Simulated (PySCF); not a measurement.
Ga(Cl)2(Me) (CH₃Cl₂Ga), SMILES [CH3][Ga]([Cl])[Cl].

Geometry optimised at PBE-D3(BJ)/def2-SVP. The structure was generated by enumeration; whether it is a known compound was not checked.

Two levels are set side by side: PBE/def2-TZVP (PySCF) and M06-2X/def2-TZVP (PySCF). Same geometry, gas phase. Differences are taken from unrounded values.

```json
[
 {"quantity": "orbital gap (eV)", "M06-2X": "9.28"},
 {"quantity": "highest occupied level (eV)", "M06-2X": "-10.03"},
 {"quantity": "lowest empty level (eV)", "M06-2X": "-0.76"},
 {"quantity": "dipole moment (D)", "M06-2X": "2.87"},
 {"quantity": "mean polarisability (bohr³)", "M06-2X": "62.0"}
]
```

Q: What does PBE give, and how far is it from M06-2X? (An estimate is asked for; the answer gives what the named calculation found.)

A: 
```json
[
 {"quantity": "orbital gap (eV)", "PBE": "5.41", "PBE minus M06-2X": "-3.86"},
 {"quantity": "highest occupied level (eV)", "PBE": "-7.47", "PBE minus M06-2X": "2.57"},
 {"quantity": "lowest empty level (eV)", "PBE": "-2.05", "PBE minus M06-2X": "-1.30"},
 {"quantity": "dipole moment (D)", "PBE": "2.82", "PBE minus M06-2X": "-0.05"},
 {"quantity": "mean polarisability (bohr³)", "PBE": "65.7", "PBE minus M06-2X": "3.7"}
]
```

Without exact exchange PBE keeps part of each electron's self-repulsion, which lifts occupied levels and narrows the gap. PBE's more diffuse valence density responds more strongly to a field. Differences between two approximate levels are no errors against the true value.

Rough cost on one machine, each run with all the roots and properties that it gave: M06-2X against PBE about 4 times.
